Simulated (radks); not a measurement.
Results of a calculation; reference values are marked as such.
Problem. The mean radii <r> (bohr) of the occupied orbitals of an atom or ion are listed with their occupations. Level of theory: Dirac Kohn-Sham, exchange-only PBE, spin-unpolarised, spherical densities, finite nucleus; Fermi nuclear charge, rms radius of each element as measured or else 0.836 A^(1/3) + 0.57 fm (a radial shooting solver on a logarithmic mesh with Libxc functionals).

| orbital | occ. | <r> |
|---|---|---|
| 1s1/2 | 2 | 0.01715 |
| 2s1/2 | 2 | 0.07166 |
| 2p1/2 | 2 | 0.05903 |
| 2p3/2 | 4 | 0.06744 |
| 3s1/2 | 2 | 0.1845 |
| 3p1/2 | 2 | 0.1746 |
| 3p3/2 | 4 | 0.1893 |
| 3d3/2 | 4 | 0.1646 |
| 3d5/2 | 6 | 0.1691 |
| 4s1/2 | 2 | 0.3748 |
| 4p1/2 | 2 | 0.3712 |
| 4p3/2 | 4 | 0.3932 |
| 4d3/2 | 1 | 0.3813 |

Name the element and its charge. Open shells, if any, fill j = l - 1/2 first.

Solution. Z = 78, platinum, charge +41: Pt41+ in [Kr] 4d1. The 1s radius gives Z: for a bare nucleus <r> = (2 gamma + 1)/(2Z) with gamma = sqrt(1 - (Z/c)^2), 0.01695 bohr for Z = 78, and screening makes it slightly larger (0.01715 here). The occupations add up to 37, and the charge is Z minus that.
